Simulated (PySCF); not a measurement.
**A barrier at the coupled-cluster level**

Start structure (BH4SeF, singlet), relaxed at PBE0-D4/def2-TZVP:

B1  (-0.689, -0.719, 0.348)
F2  (0.332, -1.607, 0.314)
H3  (-1.502, -0.783, -0.539)
H4  (-1.015, -0.298, 1.429)
H5  (1.019, 0.759, -1.558)
Se6  (0.305, 1.327, -0.407)
H7  (1.514, 1.255, 0.424)
(Å)

The step: BH₂F ([BH2][F]) + H₂Se → BH₃Se ([BH2][SeH]) + HF; bonds formed: F2–H5; dative contacts that become bonds: B1–Se6; bonds broken: B1–F2, H5–Se6. PySCF 2.14 with density fitting (its default auxiliary sets; JK sets also for MP2 and CCSD(T)); basis: def2-TZVPP and def2-QZVPP; cores frozen in the correlated methods. Filled d shells of the heavier atoms are correlated. The def2 sets are not built for correlating such inner shells, so the correlated values are less sure here. Extrapolation: Hartree–Fock as exp(−7.88 √X), correlation as X^−2.97. Energies below are by CCSD(T) at an estimated basis limit (MP2 extrapolated from triple and quadruple zeta, plus CCSD(T) − MP2 in triple zeta).

(1) What are the electronic barrier and the energy of the step, from the start structure to the end structure? (Judge from chemistry; the value comes from the calculation.)

No T1 diagnostic of these runs exceeds 0.012.

Answers

(1) By the calculation: Barrier 102.1 kJ/mol; step energy 44.7 kJ/mol (uphill); reverse barrier, their difference, 57.4 kJ/mol. Barrier and step energy count from the start structure, the reverse barrier from the end structure.

The saddle point: One imaginary mode of 927i cm⁻¹.
| pair | start (Å) | saddle (Å) | end (Å) |
| --- | --- | --- | --- |
| B1–Se6 | 2.40 | 2.12 | 1.91 |
| F2–H5 | 3.09 | 1.18 | 0.93 |
| B1–F2 | 1.35 | 1.57 | 3.50 |
| H5–Se6 | 1.47 | 1.75 | 2.46 |

Zero-point energy (harmonic, PBE0-D4): ZPE is 104.5 kJ/mol at the start and 100.0 kJ/mol at the saddle, so the barrier goes from 102.1 to 97.6 kJ/mol.

Labels in which every atom is bracketed show which atoms are joined, not bond orders.

For scale, one of the runs: CCSD(T)/def2-TZVPP, 166 basis functions, launched by `OMP_NUM_THREADS=4 python run.py`. The run took 3.7 min on 4 CPU threads of an Arm Neoverse V2 (shared host), with 1.7 GiB of host memory at its peak.
